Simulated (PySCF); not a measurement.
## Distorted geometries of Pm2O3

Pm2O3 (singlet in the valence; each metal's 4f electrons, 4 of them, lie in its core potential, out of spins and levels; a saddle point, relaxed within its symmetry). PySCF 2.14.0, RKS BP86, Pm lcecp-1-SVP with ECP50, O def2-SVP; non-relativistic Hamiltonian with scalar-relativistic core potentials where named; density fitting; no spin-orbit coupling. Relaxed geometry:

```xyz
5

Pm    0.4459    0.3547    2.1114
Pm    0.4459    0.3547   -2.1114
O     0.7290    0.5799    0.0000
O    -1.0177   -0.8096    2.4441
O    -1.0177   -0.8096   -2.4441
```

Order these distorted geometries by energy above the relaxed one, lowest first.
A.
```xyz
5

Pm    0.5001    0.2605    2.0904
Pm    0.3701    0.3172   -2.0986
O     0.6768    0.6357   -0.0409
O    -0.9691   -0.8153    2.3998
O    -0.9925   -0.7281   -2.3506
```
B.
```xyz
5

Pm    0.4401    0.3521    2.1268
Pm    0.4184    0.3537   -2.1472
O     0.7255    0.5790    0.0053
O    -0.9844   -0.8341    2.4965
O    -1.0143   -0.7807   -2.4814
```
C.
```xyz
5

Pm    0.4218    0.3465    2.0671
Pm    0.3729    0.3672   -1.9838
O     0.7913    0.5940    0.0683
O    -1.0864   -0.7118    2.4057
O    -0.9142   -0.9256   -2.5574
```

B (0.04 eV), C (0.19 eV), A (0.61 eV).

Which forces (eV/Å) act in the one that lies 0.04 eV up?


```
Pm   0.32  0.26 -0.23
Pm   1.11  0.86  0.74
O   -0.13 -0.09 -0.30
O   -0.27 -0.23  0.03
O   -1.03 -0.81 -0.23
```
Forces carry noise of the integration grid, about 0.01 to 0.03 eV/Å.

An lcecp potential fixes the number of 4f electrons, so in runs with it no electron can move into or out of that shell.
